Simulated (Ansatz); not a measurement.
`C[NH][Ga]([F])[Cl]` at its PBE0-D4/def2-TZVP geometry, where that method's forces vanish. Total charge 0; spin multiplicity 1.

```xyz
9

C     0.9599    0.3756   -0.8583
N    -0.0638    0.5738    0.1456
Ga   -1.0597   -0.7038    0.9054
F    -0.7985   -2.3576    0.4112
Cl   -2.5462   -0.3516    2.3721
H     1.9421    0.7151   -0.5118
H     0.7258    0.9030   -1.7895
H     1.0461   -0.6857   -1.0964
H    -0.2057    1.5312    0.4216
```

(1) What forces (eV/Å) does r2SCAN-D4/def2-TZVPP give on these atoms in Ansatz? (An estimate is asked.)

Results:

(1) Computed: 
```
C1   0.168 -0.044 -0.166
N2  -0.139 -0.010  0.131
Ga3 -0.027 -0.012  0.021
F4   0.007  0.008 -0.004
Cl5  0.013 -0.003 -0.012
H6  -0.011 -0.001 -0.004
H7   0.003 -0.003  0.011
H8  -0.010  0.018  0.012
H9  -0.004  0.048  0.011
```
